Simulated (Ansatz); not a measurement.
CH₄BFSe, SMILES CB(F)[SeH].

Geometry optimised at PBE-D3(BJ)/def2-SVP. This is a generated structure with no PubChem entry under its InChIKey; it may be hypothetical. One conformer was computed; it need not be the lowest.

Two levels are set side by side: PBE/def2-SVPD (Ansatz, a program for electronic structure) and PBE0/def2-SVPD (Ansatz). Energy differences of separate SCF runs at the same geometry; the states with an electron removed or added have multiplicity 2 and 2. Differences are taken from unrounded values.

| quantity | PBE0 |
|---|---|
| vertical ionisation energy (eV) | 9.85 |
| vertical singlet–triplet gap (eV) | 5.16 |

Q: What does PBE give, and how far is it from PBE0? (The exact figures need the calculation; the answer reports its results.)

A: 
```tsv
quantity	PBE	PBE minus PBE0
vertical ionisation energy (eV)	9.80	-0.05
vertical singlet–triplet gap (eV)	5.03	-0.13
```
